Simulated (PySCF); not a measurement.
Computed shifts of a molecule C₂H₇NOSi₂, PBE/pcSseg-1 run with PySCF, GIAO, gas phase, atoms alike by connectivity averaged where their shifts nearly agree, in ppm (number of nuclei): ²⁹Si: -1.9 (1), -80.7 (1). ¹³C: 173.6 (1), 44.7 (1). ¹⁵N: 302.5 (1). ¹H: 5.28 (2), 4.54 (3), 3.77 (2). References: ²⁹Si against TMS (σ = 335.4 ppm); ¹³C against TMS (σ = 182.0 ppm); ¹⁵N against NH3 (σ = 267.0 ppm); ¹⁷O against H2O (σ = 334.3 ppm); ¹H against TMS (σ = 31.49 ppm), references at their B3LYP-D3(BJ)/def2-TZVP geometries, non-relativistic. The structure is a stationary point at PBE0-D3(BJ)/def2-SVP. The values are those of a single conformer.

**Question.** Pick the molecule that these values belong to.
(A) O=C([SiH3])/N=C/[SiH3]
(B) [SiH3]C1=N[SiH2]OC1
(C) N[SiH2][Si@@H]1C=CO1
(D) [SiH3]C1=NC[SiH2]O1

**Answer.** D, [SiH3]C1=NC[SiH2]O1
